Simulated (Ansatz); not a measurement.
Cl$_{4}$Fe, charge -1, multiplicity 8, at a GFN2-xTB geometry of the parent state (such geometries of metal compounds can be far from the true shape) (another spin typed on purpose, not shown lowest) (a gas-phase anion, which may not be bound at this level); CAM-B3LYP/def2-SVP (Ansatz, an electronic-structure program).

Input for Ansatz:
Ansatz 0.2 input:
```yaml
crystal:
  periodic: [false, false, false]
  atoms:
    - {symbol: Fe, position_ang: [-0.00000000, -0.00000000, -0.00000000]}
    - {symbol: Cl, position_ang: [1.71855113, -0.56358205, -1.20848796]}
    - {symbol: Cl, position_ang: [0.65566275, 0.46239914, 2.02182572]}
    - {symbol: Cl, position_ang: [-0.95592471, 1.74942799, -0.87016982]}
    - {symbol: Cl, position_ang: [-1.41828916, -1.64824508, 0.05683206]}
basis:
  gaussian:
    orbitals: def2-SVP
hamiltonian:
  xc: cam_b3lyp
total_charge: -1
magnetization: {spin_polarized: false, initial_magnetization: 7}
```

Q: Predict the main parts of the log of this Ansatz run.

A: 
```
Functional definition: CAM-B3LYP
983 factors; integrals over basis functions are off by at most 5.2e-4 eV
253 factors; integrals over basis functions are off by at most 5.4e-6 eV
mean field evaluation 1: about -84457.2951 eV, gradient 3.6e1 eV
mean field evaluation 2: about -84457.3959 eV, gradient 3.6e1 eV
mean field evaluation 4: about -84461.0388 eV, gradient 7.6e0 eV
mean field evaluation 8: about -84461.2934 eV, gradient 3.5e-1 eV
mean field evaluation 16: about -84461.2967 eV, gradient 1.2e-2 eV
mean field evaluation 32: about -84461.3077 eV, gradient 1.3e-1 eV
mean field evaluation 64: about -84461.2967 eV, gradient 1.9e-6 eV
mean field evaluation 96: about -84460.6462 eV, gradient 4.6e0 eV
mean field evaluation 128: about -84458.0591 eV, gradient 1.9e0 eV
mean field -84461.31349947 eV, -3103.8960211708 hartree, gradient 2.5e-6 eV, S^2 15.750000; 10 other end points of the search recorded, 0 dependent functions left out
reference -84461.31361513 eV, -3103.8960254216 hartree; 51, 44 occupied and 52, 59 virtual orbitals, 983 factors
Total energy: -84461.31361513 eV, -3103.8960254216 hartree
```
